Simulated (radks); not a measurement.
Pm14+, 47 electrons, occupied as [Kr] 4d10 5s1 (the NIST ground configuration). Method: non-relativistic Kohn-Sham, LDA (Slater exchange, Perdew-Wang correlation), spin-unpolarised, spherical densities, point nucleus; relativity is left out, which matters for an element this heavy; computed with a radial shooting solver on a logarithmic mesh with Libxc functionals.

Normalised radial functions P(r) = r R(r), r in bohr:

r              3s       4s
0.001071   0.1412   0.0704
0.001406   0.1816   0.0905
0.001831   0.2302   0.1148
0.002384   0.2895   0.1443
0.003129   0.3622   0.1806
0.004074   0.4436   0.2211
0.005348   0.5350   0.2666
0.006963   0.6236   0.3107
0.009067   0.6986   0.3478
0.0119     0.7386   0.3672
0.0155     0.7095   0.3518
0.02018    0.5760   0.2838
0.02649    0.2947   0.1413
0.03449   -0.1243  -0.0697
0.04491   -0.6324  -0.3230
0.05895   -1.0937  -0.5454
0.07676   -1.2422  -0.5970
0.1007    -0.8467  -0.3569
0.1312     0.0998   0.1561
0.1708     1.2702   0.7098
0.2242     2.0860   0.8838
0.292      2.0660   0.3688
0.3802     1.3918  -0.6153
0.499      0.6082  -1.4146
0.6498     0.1699  -1.4529
0.8461     0.0271  -0.9224
1.111      0.0020  -0.3530
1.446      0.0001  -0.0800
1.898      0.0000  -0.0085
2.472      0.0000  -0.0004
3.218      0.0000  0.0000

3s: eigenvalue -1745.4 eV, 2 radial nodes at r = 0.0321, 0.128 bohr, <r> = 0.276 bohr, 90 % of the charge inside 0.403 bohr. 4s: eigenvalue -557.97 eV, 3 radial nodes at r = 0.0319, 0.122, 0.324 bohr, <r> = 0.610 bohr, 90 % of the charge inside 0.870 bohr.
